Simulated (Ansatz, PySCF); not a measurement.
Energy difference R1 + 2 R2 + R3 → 3 P1 + P2, each structure at its B3LYP-D3(BJ)/def2-TZVP stationary point, reached from a drawn start (curvature not checked).
P1, H2 (SMILES [H][H]) (charge 0, multiplicity 1, Z-matrix in Å and degrees):
```
H
H 1 0.7440
```
R1: HCl (SMILES Cl), charge 0, multiplicity 1.
R2, HF (SMILES F) (charge 0, multiplicity 1):
```xyz
2

F      0.00000     0.00000     0.46223
H      0.00000     0.00000    -0.46223
```
R3: SiH4 (SMILES [SiH4]), charge 0, multiplicity 1.
P2, ClF2HSi (SMILES F[SiH](F)Cl) (charge 0, multiplicity 1, Z-matrix in Å and degrees):
```
Si
F 1 1.5826
F 1 1.5826 2 107.64
H 1 1.4596 2 109.78 3 119.45
Cl 1 2.0288 4 111.53 2 -120.94
```

| level | reaction energy (eV) | minus CCSD(T)/cc-pV(Q+d)Z |
|---|---|---|
| HF/cc-pV(D+d)Z | -2.570 | 0.846 |
| HF/cc-pV(Q+d)Z | -3.310 | 0.105 |
| BLYP/def2-TZVPP | -3.300 | 0.116 |
| BLYP-D3(BJ)/def2-TZVPP | -3.382 | 0.034 |
| revPBE-D3(BJ)/def2-TZVPP | -3.196 | 0.220 |
| revPBE-D4/def2-TZVPP | -3.271 | 0.144 |
| B3LYP-D4/def2-TZVPP | -3.383 | 0.033 |
| PBE0/def2-TZVPP | -3.139 | 0.276 |
| PBE0-D3(BJ)/def2-TZVPP | -3.172 | 0.244 |
| BHLYP/def2-TZVPP | -3.314 | 0.101 |
| BHLYP-D4/def2-TZVPP | -3.399 | 0.016 |
| CAM-B3LYP-D4/def2-TZVPP | -3.385 | 0.030 |
| MP2/cc-pV(D+d)Z | -2.944 | 0.472 |
| MP2/cc-pV(T+d)Z | -3.535 | -0.119 |
| SCS-MP2/cc-pV(D+d)Z | -2.881 | 0.535 |
| SCS-MP2/cc-pV(Q+d)Z | -3.509 | -0.094 |
| CCSD/cc-pV(Q+d)Z | -3.354 | 0.061 |
| CCSD(T)/cc-pV(D+d)Z | -2.697 | 0.719 |
| CCSD(T)/cc-pV(T+d)Z | -3.322 | 0.094 |
| CCSD(T)/cc-pV(Q+d)Z | -3.416 | 0.000 |

 The comparison column counts from a level with limits of its own.

P less R. No zero-point or thermal terms.

Correlated levels freeze the cores.

Run with Ansatz (Gaussian basis) for Hartree–Fock, density functionals and correlated methods; PySCF for the D3/D4 terms. No computed number here is a measurement.

Ansatz is a program for electronic structure.
